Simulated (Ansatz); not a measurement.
Level of theory: frozen-core CCSD(T)/cc-pVTZ // B3LYP-D3(BJ)/def2-TZVP in Ansatz (an electronic-structure program). The geometry is that of the parent before the electron was removed.

Ansatz 0.2 input:
```yaml
crystal:
  periodic: [false, false, false]
  atoms:
    - { symbol: C, position_ang: [1.021539, -0.316392, 0.57472] }
    - { symbol: C, position_ang: [-0.009966, 0.160569, 0.197205] }
    - { symbol: O, position_ang: [-1.094567, 0.752996, -0.22939] }
    - { symbol: H, position_ang: [1.93136, -0.745568, 0.910463] }
    - { symbol: H, position_ang: [-1.848361, 0.148398, -0.194429] }
basis:
  gaussian: { orbitals: cc-pVTZ }
correlation:
  method: ccsd_t
total_charge: 1
magnetization:
  spin_polarized: true
  initial_magnetization: 1
```

Output:

```
Functional definition: HF
693 factors; integrals over basis functions are off by at most 9.9e-4 eV
mean field evaluation 1: about -4116.8351 eV, gradient 2.9e1 eV
mean field evaluation 2: about -4116.8403 eV, gradient 2.9e1 eV
mean field evaluation 4: about -4119.7425 eV, gradient 3.2e0 eV
mean field evaluation 8: about -4119.8047 eV, gradient 2.5e-1 eV
mean field evaluation 16: about -4118.8664 eV, gradient 1.7e1 eV
mean field evaluation 32: about -4119.3989 eV, gradient 6.8e-1 eV
mean field evaluation 64: about -4119.3591 eV, gradient 3.7e-1 eV
mean field evaluation 96: about -4112.1638 eV, gradient 4.3e0 eV
mean field -4119.80970616 eV, -151.4002141939 hartree, gradient 2.5e-6 eV, S^2 0.768539; 6 other end points of the search recorded, 0 dependent functions left out
determinant -4119.80970616 eV, -151.4002141939 hartree, with singles and doubles -4133.75482851 eV, -151.9126879882 hartree
determinant -4119.36525934 eV, -151.3838810746 hartree, with singles and doubles -4133.13374631 eV, -151.8898636383 hartree
3 core orbitals not correlated
reference -4119.80970616 eV, -151.4002141939 hartree; 8, 7 occupied and 107, 108 virtual orbitals, 693 factors
second order -13.31432837 eV of doubles, -0.00000000 eV of singles
cycle   1  -13.80786210 eV  change    -1.2e0 eV  update   2.1e-2
cycle   2  -13.84803982 eV  change   -4.0e-2 eV  update   5.1e-3
cycle   3  -13.84550379 eV  change    2.5e-3 eV  update   2.6e-3
cycle   4  -13.84769397 eV  change   -2.2e-3 eV  update   1.6e-3
cycle   5  -13.84884907 eV  change   -1.2e-3 eV  update   9.5e-4
cycle   6  -13.84959937 eV  change   -7.5e-4 eV  update   3.4e-4
cycle   7  -13.84975879 eV  change   -1.6e-4 eV  update   1.2e-4
cycle   8  -13.84985839 eV  change   -1.0e-4 eV  update   4.1e-5
cycle   9  -13.84986200 eV  change   -3.6e-6 eV  update   1.8e-5
perturbative correction -0.62043090 eV, -0.0228004151 hartree
Total energy: -4134.27999906 eV, -151.9319876499 hartree
```

Cost: around 29 core-seconds (rough).
